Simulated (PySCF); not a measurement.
Input for PySCF: R-HF/3-21G on C2H6S (a complex), monomers drawn apart or pushed together.

```python
from pyscf import gto, scf, dft, mp
from pyscf.data.elements import chemcore

mol = gto.M(
    atom='''
    C    -0.17321058   -0.67326616    0.00477811
    C    -0.05183494    0.63968581    0.14238068
    H    -1.13728974   -1.16475925    0.05475433
    H     0.68644867   -1.31057225   -0.16351888
    H     0.91217264    1.13126436    0.09237300
    H    -0.91156271    1.27696807    0.31066209
    S     0.50719387   -0.50462760    4.36994794
    H     0.31966244   -0.35808583    3.04615240
    H    -0.80598178   -0.40344531    4.62985737
    ''',
    basis='3-21g',
    charge=0, spin=0, verbose=3, max_memory=1800)
mf = scf.RHF(mol)
mf.conv_tol = 1e-8
mf.max_cycle = 100
mf.kernel()
if not mf.converged:
    mf = mf.newton().run(mf.mo_coeff, mf.mo_occ)
```

It printed:

```
converged SCF energy = -474.306950718974
```

The calculation finished and met its thresholds.

Cost: about 0.08 core-seconds (a rough figure).
